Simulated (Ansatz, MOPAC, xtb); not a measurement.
Diatomic LiC, multiplicity 4 (lowest of 2S+1 = 2, 4 at CCSD(T)/def2-TZVPP on PBE0 minima; our sources give no spin for the ground state, which may be another).

Constants: fifth-degree fit in 1/R to seven points, most abundant isotopes. In def2 and cc sets the state is the lowest found near the PBE0 minimum, followed along R.

Codes used: Ansatz (an electronic-structure program) with Gaussian orbitals; MOPAC for AM1, PM6, PM7 (differences of heats of formation); xtb for the GFN methods. Values without a source in brackets are computed. The GFN methods have no spin term and hold the electronic entropy of 300 K.

```csv
level,r_e (Å),ω_e (cm⁻¹),α_e (cm⁻¹),ω_e x_e (cm⁻¹),D_e (eV),dipole (D)
AM1,1.853,824,0.0068,4.2,-,-
PM6,1.969,911,0.013,8.5,-,-
PM7,1.889,841,0.011,5.7,-,-
GFN2-xTB,1.825,633,0.019,6.2,-,-
SVWN5/def2-TZVPP,1.872,695,0.016,6.6,3.15,6.00
PBE/def2-TZVPP,1.891,679,0.016,6.7,2.74,5.97
r2SCAN/def2-TZVPP,1.892,687,0.015,6.3,2.81,6.25
B97M-V/def2-TZVPP,1.889,691,0.015,6.3,2.79,6.09
B3LYP/def2-TZVPP,1.879,694,0.016,6.6,2.53,6.16
PBE0/def2-TZVPP,1.877,702,0.016,6.7,2.66,6.21
BHLYP/def2-TZVPP,1.864,719,0.015,6.4,2.40,6.35
CAM-B3LYP/def2-TZVPP,1.867,711,0.015,6.4,2.58,6.27
wB97X-V/def2-TZVPP,1.883,701,0.015,5.9,2.50,6.41
wB97M-V/def2-TZVPP,1.887,688,0.015,6.0,2.70,6.36
B2PLYP/def2-TZVPP,1.878,702,0.015,6.3,2.51,-
CCSD/aug-cc-pVTZ,1.897,689,0.015,5.8,2.55,-
CCSD/def2-TZVPP,1.886,702,0.015,5.9,2.48,-
CCSD/aug-cc-pVQZ,1.894,692,0.015,5.8,2.57,-
CCSD/def2-QZVPP,1.884,698,0.015,5.9,2.57,-
CCSD(T)/aug-cc-pVTZ,1.901,684,0.015,5.8,2.60,-
CCSD(T)/def2-TZVPP,1.888,698,0.015,5.9,2.53,-
CCSD(T)/aug-cc-pVQZ,1.897,686,0.015,5.8,2.63,-
CCSD(T)/def2-QZVPP,1.887,694,0.015,5.9,2.63,-
"CCSD(T)/CBS(aug-cc-pVTZ, aug-cc-pVQZ)",1.896,688,0.015,5.9,-,-
```

D_e counts from each atom's lowest state at the same level, without counterpoise or zero-point energy.

Correlated levels freeze the inner cores; with def2 sets outer-core shells near the valence are correlated too. CBS: X⁻³ extrapolation of the correlation energy, Hartree–Fock from the larger set. The state that AM1, PM6, PM7 reach isn't checked; PM7 holds dispersion and hydrogen-bond terms.
